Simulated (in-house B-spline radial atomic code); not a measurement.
Inner levels of indium as electrons are removed. A shift is the extra binding of the orbital against the neutral atom ([Kr] 4d10 5s2 5p1/2(1)). The density at the nucleus is averaged over the nuclear charge. Computed with a radial B-spline atomic code at the basis-set limit: Dirac-Hartree-Fock, jj configuration that fills j = l - 1/2 first, finite nuclei.

A number in brackets counts the electrons of a j subshell.

| ion | configuration | shift of 3p3/2 (eV) | shift of 3s1/2 (eV) | shift of 3p1/2 (eV) | radius of 3p3/2 (bohr) | radius of 3s1/2 (bohr) | radius of 3p1/2 (bohr) | Σ<r²> (bohr²) | change of density at nucleus (bohr⁻³) |
| --- | --- | --- | --- | --- | --- | --- | --- | --- | --- |
| In | [Kr] 4d10 5s2 5p1/2(1) | 0 | 0 | 0 | 0.34889 | 0.34646 | 0.33817 | 59.156 | - |
| In+ | [Kr] 4d10 5s2 | 7.5491 | 7.5551 | 7.5175 | 0.34888 | 0.34646 | 0.33818 | 41.325 | 6.46 |
| In2+ | [Kr] 4d10 5s1 | ? | ? | ? | ? | ? | ? | ? | ? |
| In3+ | [Kr] 4d10 | 29.404 | 29.303 | 29.37 | 0.34888 | 0.3465 | 0.33818 | 25.39 | -51.206 |
| In4+ | [Kr] 4d3/2(4) 4d5/2(5) | ? | ? | ? | ? | ? | ? | ? | ? |
| In5+ | [Kr] 4d3/2(4) 4d5/2(4) | 70.394 | 70.363 | 70.538 | 0.34868 | 0.34637 | 0.33803 | 20.334 | -30.733 |
| In6+ | [Kr] 4d3/2(4) 4d5/2(3) | 93.038 | 93.051 | 93.294 | 0.34852 | 0.34627 | 0.33791 | 18.281 | -17.501 |
| In7+ | [Kr] 4d3/2(4) 4d5/2(2) | 116.99 | 117.06 | 117.38 | 0.34833 | 0.34614 | 0.33777 | 16.45 | -2.359 |
| In8+ | [Kr] 4d3/2(4) 4d5/2(1) | 142.19 | 142.32 | 142.72 | 0.3481 | 0.34599 | 0.33759 | 14.799 | 14.642 |
| In9+ | [Kr] 4d3/2(4) | 168.59 | 168.78 | 169.28 | 0.34783 | 0.3458 | 0.33737 | 13.297 | 33.46 |
| In10+ | [Kr] 4d3/2(3) | 196.41 | 196.59 | 197.04 | 0.34753 | 0.34557 | 0.33708 | 11.936 | 54.604 |
| In11+ | [Kr] 4d3/2(2) | 225.36 | 225.53 | 225.92 | 0.3472 | 0.34532 | 0.33676 | 10.682 | 77.51 |
| In12+ | [Kr] 4d3/2(1) | 255.4 | 255.56 | 255.89 | 0.34682 | 0.34503 | 0.33639 | 9.5207 | 102.16 |
| In13+ | [Ar] 3d10 4s2 4p6 | 286.51 | 286.66 | 286.93 | 0.3464 | 0.34471 | 0.33598 | 8.442 | 128.54 |
| In14+ | [Ar] 3d10 4s2 4p1/2(2) 4p3/2(3) | ? | ? | ? | ? | ? | ? | ? | ? |
| In15+ | [Ar] 3d10 4s2 4p1/2(2) 4p3/2(2) | 352.91 | 353.79 | 354.64 | 0.34617 | 0.34404 | 0.33511 | 6.6618 | 198.87 |

Fill in the row of In2+.

shift of 3p3/2 (eV): 17.92; shift of 3s1/2 (eV): 17.881; shift of 3p1/2 (eV): 17.887; radius of 3p3/2 (bohr): 0.34888; radius of 3s1/2 (bohr): 0.34648; radius of 3p1/2 (bohr): 0.33818; Σ<r²> (bohr²): 32.384; change of density at nucleus (bohr⁻³): -17.481.

Fill in the row of In4+.

shift of 3p3/2 (eV): 49.145; shift of 3s1/2 (eV): 49.075; shift of 3p1/2 (eV): 49.192; radius of 3p3/2 (bohr): 0.34879; radius of 3s1/2 (bohr): 0.34645; radius of 3p1/2 (bohr): 0.33812; Σ<r²> (bohr²): 22.671; change of density at nucleus (bohr⁻³): -41.993.

Fill in the row of In14+.

shift of 3p3/2 (eV): 319.33; shift of 3s1/2 (eV): 319.84; shift of 3p1/2 (eV): 320.39; radius of 3p3/2 (bohr): 0.34655; radius of 3s1/2 (bohr): 0.34439; radius of 3p1/2 (bohr): 0.33556; Σ<r²> (bohr²): 7.5294; change of density at nucleus (bohr⁻³): 162.97.
